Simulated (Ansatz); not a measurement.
```yaml
crystal:
  periodic: [false, false, false]
  atoms:
    - {symbol: C, position_ang: [0.049293, 0.799828, -0.970595]}
    - {symbol: C, position_ang: [-0.231979, -0.184134, -0.407494]}
    - {symbol: C, position_ang: [-0.020874, -1.282255, -0.810366]}
    - {symbol: C, position_ang: [-2.087641, -0.289287, -0.263515]}
    - {symbol: N, position_ang: [0.170775, -0.671902, 1.137332]}
    - {symbol: Hf, position_ang: [1.483135, 0.717889, 1.670846]}
    - {symbol: F, position_ang: [1.893957, 0.166710, 3.701272]}
    - {symbol: F, position_ang: [0.599709, 2.669962, 2.057577]}
    - {symbol: F, position_ang: [3.021749, 0.858544, 1.129488]}
    - {symbol: H, position_ang: [0.007668, 1.231290, -1.947646]}
    - {symbol: H, position_ang: [-0.046824, 2.019092, -0.424845]}
    - {symbol: H, position_ang: [1.514552, 0.827905, -1.244235]}
    - {symbol: H, position_ang: [-0.524274, -1.582539, -2.033168]}
    - {symbol: H, position_ang: [1.321041, -1.414829, -1.062829]}
    - {symbol: H, position_ang: [-0.411051, -2.428015, -0.913508]}
    - {symbol: H, position_ang: [-2.017121, 0.888264, 0.014596]}
    - {symbol: H, position_ang: [-2.299941, -1.068448, 0.319104]}
    - {symbol: H, position_ang: [-2.512698, 0.100163, -1.288239]}
    - {symbol: H, position_ang: [-0.050786, -1.151398, 1.671379]}
basis:
  gaussian: {orbitals: def2-TZVPP, final_grid: {core_spheres: 5, valence_spheres: 4, degree: 11}, nuclear_model: gaussian}
magnetization: {spin_polarized: true, initial_magnetization: 0}
hamiltonian: {xc: {name: revPBE0}, pseudopotentials: {relativity: none}}
output: {forces: true}
```

```sh
$ ansatz run in.yaml --threads 4 --pin off --events-out ev --progress --plain --max-ram 46080MiB --backend cuda --devices 0, --max-vram 37GiB
```

Shortened log:

```
Functional definition: revPBE0
2337 factors; their error is unknown
mean field evaluation 1: about -15214.0888 eV, gradient 8.9e1 eV
mean field evaluation 2: about -15042.8742 eV, gradient 2.0e2 eV
mean field evaluation 4: about -15244.7521 eV, gradient 2.1e1 eV
mean field evaluation 8: about -15246.2772 eV, gradient 1.9e-1 eV
mean field evaluation 16: about -15246.2856 eV, gradient 1.2e-2 eV
mean field -15246.28560101 eV, -560.2906615337 hartree, gradient 4.6e-5 eV, S^2 0.000000; 0 other end points of the search recorded, 0 dependent functions left out
reference -15246.28564717 eV, -560.2906632299 hartree; 40, 40 occupied and 404, 404 virtual orbitals, 2337 factors
Total energy: -15246.28564717 eV, -560.2906632299 hartree
Atom 0 at     0.049293     0.799828    -0.970595 Å, force    10.668053    23.910167    -6.975393 eV/Å
Atom 1 at    -0.231979    -0.184134    -0.407494 Å, force   -13.692452    -5.987519    18.050277 eV/Å
Atom 2 at    -0.020874    -1.282255    -0.810366 Å, force     6.190157   -23.536770   -15.183953 eV/Å
Atom 3 at    -2.087641    -0.289287    -0.263515 Å, force     3.022611     9.906522    -4.553469 eV/Å
Atom 4 at     0.170775    -0.671902     1.137332 Å, force    10.574882    22.112739   -20.205865 eV/Å
Atom 5 at     1.483135     0.717889     1.670846 Å, force   -12.921181     3.009193    10.453728 eV/Å
Atom 6 at     1.893957     0.166710     3.701272 Å, force    -0.543731     0.580102    -3.288018 eV/Å
Atom 7 at     0.599709     2.669962     2.057577 Å, force     1.321097    -2.715357    -1.100941 eV/Å
Atom 8 at     3.021749     0.858544     1.129488 Å, force    12.968297     0.599169    -5.233276 eV/Å
Atom 9 at     0.007668     1.231290    -1.947646 Å, force    -1.219413    -1.188122    -1.155302 eV/Å
Atom 10 at    -0.046824     2.019092    -0.424845 Å, force    -0.059594    -3.587086    -0.693074 eV/Å
Atom 11 at     1.514552     0.827905    -1.244235 Å, force    -2.929929    -0.324698     1.143710 eV/Å
Atom 12 at    -0.524274    -1.582539    -2.033168 Å, force     1.535844     2.409518     1.270039 eV/Å
Atom 13 at     1.321041    -1.414829    -1.062829 Å, force    -3.487269    -0.009000     0.433241 eV/Å
Atom 14 at    -0.411051    -2.428015    -0.913508 Å, force     0.742749     2.551763     3.050885 eV/Å
Atom 15 at    -2.017121     0.888264     0.014596 Å, force    -1.280995    -3.033021     1.380466 eV/Å
Atom 16 at    -2.299941    -1.068448     0.319104 Å, force    -1.245174    -2.722341     2.173742 eV/Å
Atom 17 at    -2.512698     0.100163    -1.288239 Å, force     0.640291    -2.618162     1.424006 eV/Å
Atom 18 at    -0.050786    -1.151398     1.671379 Å, force   -10.284244   -19.357096    19.009196 eV/Å
Dipole moment:    -0.500863    -0.400160    -1.276257 e Å
```

Hardware: 4 threads of an AMD EPYC 7R13 on a shared host and a share of an NVIDIA H100 80 GB. Wall time 6.5 s, peak host memory 1.1 GiB.
